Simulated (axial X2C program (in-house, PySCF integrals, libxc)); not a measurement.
**Low determinants of InO at the PBE0 level, spin-free**

Calculated with an axial X2C code built on PySCF integrals. Spin-free means the one-electron spin-free X2C Hamiltonian. Basis: In dyall-cv3z [11s12p9d4f1g], O dyall-av3z [7s6p3d2f] (cores contracted in-house); Gaussian nuclei, density fitting, unrestricted open shells. Masses: In 114.904 u, O 15.995 u.

Search at 1.930 Å (vertical energies from the lowest determinant):

```csv
ΔE (eV),state,electrons beyond evenly filled partner blocks,"electrons in σ, π, δ, φ"
0.00,"M_S = 1/2, Λ = 0",σα,25 24 8 0
0.33,"M_S = 1/2, Λ = 1","π+α, π+β, π-α",26 23 8 0
3.45,"M_S = 3/2, Λ = 2","σα, 2 × π+α, π+β, π-α",25 24 8 0
3.45,"M_S = 3/2, Λ = 0","σα, π+α, π+β, 2 × π-α",25 24 8 0
4.04,"M_S = 1/2, Λ = 2","σα, π+α, 2 × π+β, π-α",25 24 8 0
4.14,"M_S = 1/2, Λ = 1",π+α,24 25 8 0
```

Lowest determinant, M_S = 1/2, Λ = 0 (beyond evenly filled blocks: σα): Re = 1.922 Å, ωe = 586.9 cm⁻¹.

The determinant in row 2 of the search, M_S = 1/2, Λ = 1 (beyond evenly filled blocks: π+α, π+β, π-α), was followed along the bond at PBE0; measured from the minimum of the lowest determinant it gives:

Te = 0.137 eV (1103 cm⁻¹), Re = 2.084 Å, ωe = 501.0 cm⁻¹.

(1) Compare the bond of the determinant in row 2 with that of the lowest one.

The search compares states at one distance, so a state with another bond length can lie lower; it is not exhaustive and yields mostly the lowest determinant of each block pattern, so other components and higher states of one pattern are missing. These are energies of single determinants, not of spin-adapted states; PBE0 term energies can be off by some tenths of an eV, and the functional has no current term. The lowest determinant need not be the ground state where others lie within half an eV.

Answers

(1) At PBE0 its Re is 0.162 Å longer and its force constant, which goes as ωe², is 0.73 times that of the lowest determinant. T0 ≈ Te + Δωe/2 = 1103 + (-43) = 1060 cm⁻¹.
